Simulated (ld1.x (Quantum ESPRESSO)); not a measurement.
**lanthanum ultrasoft: all-electron and pseudo phase curves**

```json
{
  "Element": "La",
  "Generator": "ld1.x (Quantum ESPRESSO) 7.5",
  "Type": "ultrasoft",
  "Functional": "LDA (PZ)",
  "Relativity": "fully relativistic",
  "Frozen core": "[Kr] 4d10",
  "Valence charge": "11",
  "Reference configuration": "4f0 5s2 5p6 5d1 6s1.5 6p0.5",
  "Partial waves": "5s (bound): rcut 1.95, rcutus 2.55 bohr; 6s (bound): rcut 1.95, rcutus 2.55 bohr; 5p (bound): rcut 2.60, rcutus 2.80 bohr; 6p (bound): rcut 2.60, rcutus 2.80 bohr; 5d (bound): rcut 2.80, rcutus 3.90 bohr; 5d channel at 1.35 Ry: rcut 2.80, rcutus 3.90 bohr; 4f (bound, empty): rcut 1.50, rcutus 1.65 bohr; 4f channel at 0.1 Ry: rcut 1.50, rcutus 1.65 bohr",
  "Local potential": "all-electron potential smoothed inside 1.80 bohr (lloc = -1)",
  "Core correction": "a·sin(br)/r model core inside 1.50 bohr",
  "Augmentation charge": "PSQ, radius 1.40 bohr"
}
```

Open shells are filled in proportion to 2j + 1 (rel_dist='average').

The phase is arctan(r·u′/u) with u = r·R(r), unwrapped; energies in Ry, scanned from -5 to 5 Ry. A pole is an energy at which the radial function vanishes at the test radius. The pseudo phase is shifted by a multiple of π to meet the all-electron one at the reference energy, and phase errors are pseudo minus all-electron; the curves can meet again beyond the range given. Levels narrower than the energy grid can be missing from the lists of poles. n/a: not evaluated, since a narrow level or a reset projector energy made the automatic matching unsafe.

| channel | radius (bohr) | reference energy (Ry) | poles, all-electron | poles, pseudo | unbroken range about the reference energy with phases within 0.05 rad | phase error 1 Ry above the reference energy (rad) |
| --- | --- | --- | --- | --- | --- | --- |
| s | 4.27 | -0.30 | 0.44, 3.92 | 0.44, 3.99 | n/a | n/a |
| p1/2 | 4.27 | -0.13 | -1.81, 0.99, 4.61 | -1.81, 0.96, 3.81 | below 1.7 | -0.007 |
| p3/2 | 4.27 | -0.12 | -1.62, 1.11, 4.81 | -1.62, 1.09, 4.00 | below 1.9 | -0.004 |
| d3/2 | 4.27 | -0.28 | -0.10, 2.29 | -0.10, 2.23, 4.55 | below 2.8 | -0.015 |
| d5/2 | 4.27 | -0.26 | -0.07, 2.33 | -0.08, 2.25, 4.53 | below 2.8 | -0.014 |
| f5/2 | 4.27 | -0.39 | 1.50, 4.21 | 1.50, 4.22 | n/a | n/a |
| f7/2 | 4.27 | -0.37 | 1.50, 4.22 | 1.50, 4.23 | n/a | n/a |

A Bessel basis up to 400 Ry misses an occupied level by 0.04 Ry, so cutoffs and ghosts were not judged. Its overlap operator is not positive definite in a basis up to 400 Ry (lowest eigenvalue p1/2 -0.14, p3/2 -0.09), so the file is unfit for use: the generalised eigenproblem breaks down once the basis is large enough, and its test numbers describe a broken file.

Phases in the f7/2 channel:

```csv
E (Ry),all-electron,pseudo
-5.00,1.468,1.468
-4.74,1.466,1.466
-4.48,1.463,1.463
-4.22,1.460,1.460
-3.96,1.456,1.456
-3.70,1.452,1.452
-3.44,1.448,1.448
-3.18,1.444,1.444
-2.92,1.439,1.439
-2.66,1.433,1.433
-2.40,1.426,1.426
-2.14,1.419,1.419
-1.88,1.410,1.410
-1.62,1.399,1.399
-1.36,1.385,1.385
-1.10,1.368,1.368
-0.84,1.344,1.344
-0.58,1.305,1.305
-0.32,-1.782,-1.782
-0.06,-1.914,-1.914
0.20,-2.060,-2.060
0.46,-2.480,-2.480
0.72,-3.786,-3.786
0.98,-4.421,-4.421
1.24,-4.613,-4.613
1.50,-4.711,-4.711
1.76,-4.786,-4.785
2.02,-4.867,-4.867
2.28,-5.000,-5.000
2.54,-5.409,-5.405
2.80,-6.987,-6.979
3.06,-7.547,-7.545
3.32,-7.694,-7.693
3.58,-7.764,-7.763
3.84,-7.808,-7.807
4.10,-7.841,-7.840
4.36,-7.869,-7.868
4.62,-7.897,-7.896
4.88,-7.928,-7.926
```
